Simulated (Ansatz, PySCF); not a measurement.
Pair of molecules: H4SeSi (SMILES [SiH3][SeH]) (first 6 atoms) with HF (SMILES F); geometry from B3LYP-D3(BJ)/def2-TZVP, rigid monomers moved along the line of their centres of mass till Se2···H8 is 2.12 Å.
(charge 0, multiplicity 1):
```xyz
8

Si     0.61403    -1.35464     0.86011
Se    -0.47344     0.68384     0.98736
H      0.05015    -2.15992    -0.24271
H      2.01750    -0.99594     0.57953
H      0.48859    -2.07773     2.13964
H     -1.75220     0.08040     1.39748
F      0.77966     0.67439     3.76918
H      0.32867     0.78392     2.95194
```

Monomers are frozen at their geometry in the pair; levels with a basis set take the counterpoise correction.

Correlated levels freeze the cores. Filled d and f shells under p-block atoms count as core. CBS: X⁻³ extrapolation of the correlation energy, Hartree–Fock from the larger set.

Programs: Ansatz (Gaussian basis) for Hartree–Fock, density functionals and correlated methods; PySCF for the dispersion terms. Values without a source in brackets are computed.

PBE/def2-TZVPPD gives -221.2 meV for the interaction energy.

Task: Predict the shift from PBE, with its sign, for: PBE-D3(BJ)/def2-TZVPPD, r2SCAN/def2-TZVPPD, PBE0/def2-TZVPPD, wB97M-V/def2-TZVPPD, MP2/CBS(def2-SVPD, def2-TZVPPD), CCSD(T)/CBS(def2-SVPD, def2-TZVPPD).

Result: PBE-D3(BJ)/def2-TZVPPD -41.1; r2SCAN/def2-TZVPPD -5.9; PBE0/def2-TZVPPD 17.3; wB97M-V/def2-TZVPPD 32.6; MP2/CBS(def2-SVPD, def2-TZVPPD) 61.7; CCSD(T)/CBS(def2-SVPD, def2-TZVPPD) 72.5 meV. 4 of 6 lie above PBE; the widest gap is to CCSD(T)/CBS(def2-SVPD, def2-TZVPPD).

Ansatz is a first-principles code.
